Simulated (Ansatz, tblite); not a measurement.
Spin states of the cluster B9, each relaxed with PBE-D4/def2-SVP in Ansatz. Electronic energies in the gas phase.

The xTB rows come from tblite. B3LYP takes the VWN-RPA correlation. Correlated methods freeze 9 core orbitals. The rows differ in basis, and correlated rows in double-zeta sets carry the largest basis error. In CCSD on the charge 0 quartet the largest single amplitude is 0.16, so its Hartree–Fock determinant may place the open shell otherwise than the density functionals do. The structure comes from a short search, and lower isomers may exist.

Doublet geometry:

```xyz
9

B    -1.134   -1.175   -1.316
B    -1.295    1.459   -0.082
B    -1.669    0.225   -0.946
B     1.125    1.145    1.296
B    -0.146    1.875    0.858
B     1.270   -1.460    0.066
B     0.138   -1.907   -0.880
B     0.026    0.086    0.061
B     1.685   -0.248    0.944
```

Quartet geometry (C2v within 0.1 Å):

```xyz
9

B    -0.612   -1.330   -0.537
B    -1.046    0.359    1.721
B    -1.320   -0.893    0.822
B     1.035    1.722    0.380
B    -0.006    1.498    1.515
B     0.620   -0.520   -1.333
B     0.011   -1.903   -1.919
B    -0.002    0.227    0.229
B     1.320    0.838   -0.879
```

⟨S²⟩: doublet 0.77 at PBE0-D4/def2-TZVP (pure 0.75), quartet 3.80 at PBE0-D4/def2-TZVP (pure 3.75).

Run but left out: HF/6-31G, HF/def2-SVP, HF/def2-TZVP, MP2/def2-SVP (quartet: ⟨S²⟩ 4.05 to 4.09, where a pure state has 3.75); MP2/def2-TZVP (doublet: ⟨S²⟩ 0.90, where a pure state has 0.75).

Only these spin states were relaxed. The quartet has other bonds than the doublet, so the gap mixes isomer and spin.

```tsv
level	quartet − doublet (kcal/mol)	lowest of these	remarks
GFN1-xTB	57.5	doublet	–
PBE-D4/def2-TZVP	15.4	doublet	–
B3LYP-D4/6-31G	27.0	doublet	–
PBE0-D4/def2-TZVP	14.7	doublet	–
PBE-QIDH/def2-TZVP	17.6	doublet	spin-contaminated (⟨S²⟩ 3.90) (quartet)
```

Problem. Estimate the rows for GFN2-xTB, r2SCAN-D4/def2-TZVP, r2SCANh-D4/def2-TZVP, CCSD/def2-SVP, CCSD(T)/def2-SVP.

Solution. 
```csv
level,quartet − doublet (kcal/mol),lowest of these,remarks
GFN2-xTB,47.5,doublet,–
r2SCAN-D4/def2-TZVP,10.6,doublet,–
r2SCANh-D4/def2-TZVP,10.6,doublet,–
CCSD/def2-SVP,11.4,doublet,"spin-contaminated (⟨S²⟩ 0.87) (doublet), spin-contaminated (⟨S²⟩ 4.06) (quartet)"
CCSD(T)/def2-SVP,13.7,doublet,"spin-contaminated (⟨S²⟩ 0.87) (doublet), spin-contaminated (⟨S²⟩ 4.06) (quartet)"
```

The xTB methods have no term that favours high spin, so they put low spin too low.
